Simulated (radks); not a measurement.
Polarisability of the silicon ion Si+, [Ne] 3s2 3p1, at imaginary frequency. All-electron calculation, non-relativistic Kohn-Sham, LB94 model potential, spin-unpolarised, spherical densities, point nucleus. Program: a radial shooting solver on a logarithmic mesh with Libxc functionals. Response by self-consistent Sternheimer equations with the Hartree and adiabatic LDA kernel.

w (hartree)  alpha1(iw) (bohr^3)
0.00266                    18.06
0.0143                     18.04
0.0360                     17.89
0.0697                     17.43
0.118                      16.36
0.186                      14.39
0.280                      11.48
0.413                      8.126
0.605                      5.092
0.892                      2.870
1.35                       1.489
2.12                      0.7244
3.59                      0.3316
6.94                      0.1299
17.5                     0.02982

Static values: alpha1 = 18.07 bohr^3 (2.677 angstrom^3; uncoupled 29.87). C6 = 92.21, triple-dipole C9 = 1231 atomic units. One-pole (London) frequency 4 C6 / (3 alpha1^2) = 0.377 hartree, against 0.589 for minus the highest occupied eigenvalue.
